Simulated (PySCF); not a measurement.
**[Lu(H2S)3]3+ relaxed at several levels**

Computed with PySCF 2.14.0, def2-SVP on the ligands, density fitting, scalar-relativistic core potentials, no spin-orbit coupling, vacuum. Each row is relaxed at its own level from the same template. Distances are means of the shortest metal–ligand contacts, charges and spins Mulliken's; removal energies are rigid, with the ligand's formal charge and no counterpoise, so too large; for an anion taken off a cation in vacuum most of it is the attraction of opposite charges, and multiply charged cations can part far more cheaply with an electron moved from ligand to metal. lcecp potentials hold a fixed number of 4f electrons in the core, out of states, spins and gaps.

| level | basis on the metal | point group | M–H2S (Å) | charge on M (e) | removal of one H2S (eV) | unstable modes (below −25 cm⁻¹) |
| --- | --- | --- | --- | --- | --- | --- |
| r2SCAN | lcecp-1-SVP with ECP60 | C1 | 2.754 | 1.52 | 3.21 | not given |

Question: What does the calculation give for TPSS, lcecp-1-SVP with ECP60?

Answer: point group: C1, M–H2S (Å): 2.782, charge on M (e): 1.53, removal of one H2S (eV): 3.17, unstable modes (below −25 cm⁻¹): not given.
```xyz
10

Lu    0.0585   -0.0761    0.7626
S     2.6054    0.0085   -0.3601
H     3.4906   -0.0621    0.6869
H     2.8795   -1.2343   -0.8736
S    -1.3424    2.1876   -0.0301
H    -1.4785    2.9884    1.0768
H    -0.4637    2.9997   -0.7014
S    -1.4958   -2.3273    0.2510
H    -2.8050   -1.9167    0.2860
H    -1.4487   -2.5677   -1.0980
```

Moved off a saddle point of the template and relaxed again: TPSS, r2SCAN. One start shape was tried for each, so a minimum needn't be the lowest isomer.
